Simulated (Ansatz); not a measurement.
`[O]=[Mo]([F])([F])([Cl])[Cl]` + H–F → `[O]=[Mo]([F])([F])([F])[Cl]` + HCl at 298.15 K and 1 bar (ligand exchange at a Mo–Cl bond).

Program: Ansatz. Geometries: PBE0-D4/def2-TZVP. ΔE: electronic, gas phase. CCSD(T)/CBS adds triple-zeta CCSD(T) − MP2 to the extrapolated MP2 energy (def2 sets, frozen cores). This one scheme is used for every species. Elements past krypton have def2 core potentials. For Mo outer-core shells are correlated without core-valence functions, which leaves a few kJ/mol of doubt a bond.

```csv
species,CCSD(T)/CBS energy (Eh),H − E (kJ/mol),S (J/(mol·K))
`[O]=[Mo]([F])([F])([Cl])[Cl]`,-1262.62989,51.1,371.5
H–F,-100.39570,33.5,173.6
`[O]=[Mo]([F])([F])([F])[Cl]`,-902.64600,52.8,359.2
HCl,-460.38127,26.6,186.8
```

H − E and S are ideal-gas, rigid-rotor, harmonic terms from PBE0-D4/def2-TZVP. 1 Eh = 2625.50 kJ/mol, R = 8.31446 J/(mol·K).

By hand: ΔE, ΔH, ΔS and ΔG.

ΔE = (-902.64600) + (-460.38127) − (-1262.62989) − (-100.39570) = -0.00168 Eh = -4.4 kJ/mol. Δ(H − E) = 52.8 + 26.6 − 51.1 − 33.5 = -5.2, so ΔH = -9.6 kJ/mol. ΔS = 359.2 + 186.8 − 371.5 − 173.6 = 0.9 J/(mol·K). ΔG = -9.6 − 298.15 × (0.9)/1000 = -9.9 kJ/mol.

By hand: the equilibrium constant, and the temperature at which ΔG would vanish if ΔH and ΔS stayed fixed.

log₁₀ K = −ΔG/(RT ln 10) = 1.7. ΔH and −TΔS have one sign here, so there is no such temperature.

The number of gas molecules stays the same, so ΔS is small and ΔH decides. A doubt of 5 kJ/mol in ΔE shifts log₁₀ K by 0.9 here. These are equilibria of isolated gas molecules and say nothing of rates. Largest T1 diagnostic: 0.024 (customary marks: 0.02 for closed shells, 0.045 for open ones).

ΔS is within the doubt of such terms, so its sign, and with it that verdict, could turn.
